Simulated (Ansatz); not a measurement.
Reactions of C₇H₁₄, SMILES `C[C@@H]1CCC[C@@H]1C`.

Gas-phase electronic energies from Ansatz, PBE0-D4/def2-TZVP geometries. CCSD(T)/CBS is the MP2 limit (def2-TZVPP, def2-QZVPP) plus CCSD(T) − MP2 in def2-TZVPP, frozen cores. This one scheme is used for every species, atoms too. For atomizations the MP2-based limit and the directly extrapolated one differ by several kJ/mol either way, and by 10 to 25 for some Ge, Se and Sn compounds, so smaller differences from it don't rank the levels. Functionals use def2-TZVPP. No spin–orbit coupling; open shells (•) take unrestricted orbitals. Spin–orbit coupling would lower the free atoms: a little for C. One conformer a species, not always the lowest.

```
                                              reaction  CCSD(T)/CBS(def2) (kcal/mol)
`C[C@@H]1CCC[C@@H]1C` → `CC1CCCC1` + `[CH2]` (triplet)                         104.8
                `C[C@@H]1CCC[C@@H]1C` → `C=C(CC)C(C)C`                             ?
                `C[C@@H]1CCC[C@@H]1C` → `CC/C=C(\C)CC`                          13.7
                   `C[C@@H]1CCC[C@@H]1C` → `C1CCCCCC1`                             ?
       `C[C@@H]1CCC[C@@H]1C` → `C[C@@H]1CC[C@@H](C)C1`                          -0.7
                  `C[C@@H]1CCC[C@@H]1C` → 7 C• + 14 H•                        2054.1
```

Task: Fill in the missing values. (An estimate is asked.)

Result: Ansatz gave: `C[C@@H]1CCC[C@@H]1C` → `C=C(CC)C(C)C`: +14.1 kcal/mol; `C[C@@H]1CCC[C@@H]1C` → `C1CCCCCC1`: +2.1 kcal/mol.

Largest T1 diagnostic: 0.011, for `[CH2]` (triplet).
